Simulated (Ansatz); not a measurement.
Ansatz (an electronic-structure program) job for 2-bromoprop-1-ene (C₃H₅Br), SMILES C=C(C)Br, PBE-D3(BJ)/def2-SVP. 

Ansatz 0.2 input:
```yaml
crystal:
  periodic: [false, false, false]
  atoms:
    - {symbol: C, position_ang: [1.34674761, 1.50315459, -0.00000000]}
    - {symbol: C, position_ang: [0.13198046, 0.94779753, 0.00000000]}
    - {symbol: C, position_ang: [-1.18358525, 1.66220186, 0.00000000]}
    - {symbol: Br, position_ang: [-0.02563088, -0.96316326, -0.00000000]}
    - {symbol: H, position_ang: [2.26190734, 0.90979645, -0.00000000]}
    - {symbol: H, position_ang: [1.43836822, 2.59321425, 0.00000000]}
    - {symbol: H, position_ang: [-1.77632060, 1.38915322, 0.88760124]}
    - {symbol: H, position_ang: [-1.02141065, 2.75047303, -0.00000000]}
    - {symbol: H, position_ang: [-1.77632060, 1.38915322, -0.88760126]}
basis:
  gaussian:
    orbitals: def2-SVP
hamiltonian:
  xc: pbe
  dispersion: d3bj
relax: {f_tol: 0.002, max_steps: 200}
```

Output:

```
WARN ansatz: RAYON_NUM_THREADS=1 ignored (pool sized by the plan → 1); use --threads N
Functional definition: PBE
integrals: 0.04 GiB planned
1109 factors; their error is unknown
mean field: 0.25 GiB planned
mean field evaluation 1: about -73201.3278 eV, gradient 6.6e1 eV
mean field evaluation 2: about -73181.2013 eV, gradient 1.0e2 eV
mean field evaluation 4: about -73212.5479 eV, gradient 8.4e0 eV
mean field evaluation 8: about -73212.7301 eV, gradient 1.7e-1 eV
mean field evaluation 16: about -73212.6434 eV, gradient 1.9e-4 eV
mean field -73212.64341456 eV, -2690.5150201729 hartree, gradient 2.6e-5 eV, S^2 0.000000; 0 other end points of the search recorded, 0 dependent functions left out
the calculation of the forces begins
reference -73212.64344521 eV, -2690.5150212996 hartree; 29, 29 occupied and 70, 70 virtual orbitals, 1109 factors
relax step   1: F+E_penalty+E_count = -73212.83373049 eV  Δ(F+E_penalty+E_count) = +0.000e0 eV  max|allowed force component| = 3.426e-1 eV/Å  Δτ_max = 0.0000 Å  (30 SCF iters, accepted)
these checks for a lower state are left out or cut short: starts, cluster_reference, orbital_swaps, neighbouring_geometries, increment
integrals: 0.04 GiB planned
1109 factors; their error is unknown
mean field: 0.25 GiB planned
mean field -73212.65032822 eV, -2690.5152742454 hartree, gradient 2.2e-5 eV, S^2 0.000000; 0 other end points of the search recorded, 0 dependent functions left out
the calculation of the forces begins
reference -73212.65035892 eV, -2690.5152753737 hartree; 29, 29 occupied and 70, 70 virtual orbitals, 1109 factors
relax step   2: F+E_penalty+E_count = -73212.84026306 eV  Δ(F+E_penalty+E_count) = -6.533e-3 eV  max|allowed force component| = 1.084e-1 eV/Å  Δτ_max = 0.0099 Å  (33 SCF iters, accepted)
these checks for a lower state are left out or cut short: starts, cluster_reference, orbital_swaps, neighbouring_geometries, increment
integrals: 0.04 GiB planned
1109 factors; their error is unknown
mean field: 0.25 GiB planned
mean field evaluation 32: about -73212.6510 eV, gradient 1.1e-5 eV
mean field -73212.65096856 eV, -2690.5152977775 hartree, gradient 1.1e-5 eV, S^2 0.000000; 0 other end points of the search recorded, 0 dependent functions left out
the calculation of the forces begins
reference -73212.65099928 eV, -2690.5152989062 hartree; 29, 29 occupied and 70, 70 virtual orbitals, 1109 factors
relax step   3: F+E_penalty+E_count = -73212.84078177 eV  Δ(F+E_penalty+E_count) = -5.187e-4 eV  max|allowed force component| = 1.604e-2 eV/Å  Δτ_max = 0.0032 Å  (25 SCF iters, accepted)
these checks for a lower state are left out or cut short: starts, cluster_reference, orbital_swaps, neighbouring_geometries, increment
integrals: 0.04 GiB planned
1109 factors; their error is unknown
mean field: 0.25 GiB planned
mean field -73212.65097065 eV, -2690.5152978541 hartree, gradient 3.8e-5 eV, S^2 0.000000; 0 other end points of the search recorded, 0 dependent functions left out
the calculation of the forces begins
reference -73212.65100136 eV, -2690.5152989827 hartree; 29, 29 occupied and 70, 70 virtual orbitals, 1109 factors
relax step   4: F+E_penalty+E_count = -73212.84078708 eV  Δ(F+E_penalty+E_count) = -5.308e-6 eV  max|allowed force component| = 4.765e-3 eV/Å  Δτ_max = 0.0003 Å  (20 SCF iters, accepted)
these checks for a lower state are left out or cut short: starts, cluster_reference, orbital_swaps, neighbouring_geometries, increment
integrals: 0.04 GiB planned
1109 factors; their error is unknown
mean field: 0.25 GiB planned
mean field -73212.65096905 eV, -2690.5152977954 hartree, gradient 3.0e-5 eV, S^2 0.000000; 0 other end points of the search recorded, 0 dependent functions left out
the calculation of the forces begins
reference -73212.65099976 eV, -2690.5152989241 hartree; 29, 29 occupied and 70, 70 virtual orbitals, 1109 factors
relax step   5: F+E_penalty+E_count = -73212.84078794 eV  Δ(F+E_penalty+E_count) = -8.660e-7 eV  max|allowed force component| = 7.570e-4 eV/Å  Δτ_max = 0.0002 Å  (20 SCF iters, accepted)
integrals: 0.04 GiB planned
1109 factors; their error is unknown
mean field: 0.25 GiB planned
mean field evaluation 64: about -73212.6510 eV, gradient 2.6e-5 eV
mean field -73212.65096905 eV, -2690.5152977954 hartree, gradient 3.0e-5 eV, S^2 0.000000; 1 other end points of the search recorded, 0 dependent functions left out
the calculation of the forces begins
reference -73212.65099976 eV, -2690.5152989241 hartree; 29, 29 occupied and 70, 70 virtual orbitals, 1109 factors
Total energy: -73212.84081866 eV, -2690.5222746397 hartree
Atom 0 at     1.352829     1.504082     0.000000 Å, force     0.000646     0.000072     0.000000 eV/Å
Atom 1 at     0.131578     0.945586    -0.000000 Å, force     0.000354     0.000577     0.000000 eV/Å
Atom 2 at    -1.182830     1.661056    -0.000000 Å, force    -0.000757    -0.000047     0.000000 eV/Å
Atom 3 at    -0.029441    -0.969285    -0.000000 Å, force    -0.000167    -0.000288    -0.000000 eV/Å
Atom 4 at     2.274196     0.905775    -0.000000 Å, force    -0.000203    -0.000023    -0.000000 eV/Å
Atom 5 at     1.442479     2.602231     0.000000 Å, force    -0.000226    -0.000135    -0.000000 eV/Å
Atom 6 at    -1.784442     1.387363     0.891300 Å, force     0.000111     0.000029    -0.000063 eV/Å
Atom 7 at    -1.024193     2.757609    -0.000000 Å, force     0.000131    -0.000215     0.000000 eV/Å
Atom 8 at    -1.784442     1.387363    -0.891300 Å, force     0.000111     0.000029     0.000063 eV/Å
Dipole moment:    -0.062249     0.302410     0.000000 e Å
```

The run converged.

Cost: roughly 10 core-seconds.
